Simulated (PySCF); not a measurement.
C₁₀H₈S₂, SMILES c1ccc(Sc2ccsc2)cc1 at its GFN2-xTB optimised geometry (Å):

```
20

C     -1.7151    -1.8186     0.0000
C     -2.4038    -0.6166    -0.0023
C     -1.7131     0.5809     0.0097
C     -0.3245     0.5746     0.0191
S      0.5169     2.1405    -0.0058
C      1.9794     1.7590     0.9073
C      1.9890     1.0455     2.1354
C      3.2351     0.9456     2.6540
S      4.4168     1.7292     1.6764
C      3.2160     2.1870     0.5359
C      0.3704    -0.6263     0.0000
C     -0.3301    -1.8186     0.0000
H     -2.2556    -2.7531    -0.0020
H     -3.4837    -0.6098    -0.0068
H     -2.2396     1.5232     0.0135
H      1.1050     0.6341     2.5881
H      3.5392     0.4651     3.5621
H      3.4837     2.7531    -0.3329
H      1.4506    -0.6299    -0.0148
H      0.2128    -2.7523    -0.0084
```

Method: PBE0/def2-SVP (PySCF). Cells within 0.4 Å of a nucleus heavier than hydrogen are left out (blank, or x).

Map of the electron localisation function on the plane z = 1.5 Å:

```
|000000000000000000000000000|
|000000000000000000000000000|
|000000000000000000000000000|
|000000000000000000000000000|
|000000000000010000011000110|
|000000000001453000222223443|
|000000000003774113444447876|
|000000000002775136654578998|
|000000000000453147742670099|
|00000000000012115984032xx79|
|000000001100000059950261199|
|000000013422100037851268999|
|000000123422210025652236887|
|000000133210110002542112454|
|000001243100021000122100000|
|000001243100023100000000000|
|000000123210233100000000000|
|000000023432432100000000000|
|000000013433331000000000000|
|000000001221210000000000000|
|000000000000000000000000000|
|000000000000000000000000000|
|000000000000000000000000000|
|000000000000000000000000000|
|000000000000000000000000000|
|000000000000000000000000000|
|000000000000000000000000000|
```
Scale: ten equal steps from 0.000 (start of '0') to 0.947 (end of '9'), in the order '0123456789'; x runs from -5.50 to 5.50, y from -5.50 (bottom) to 5.50 (top).
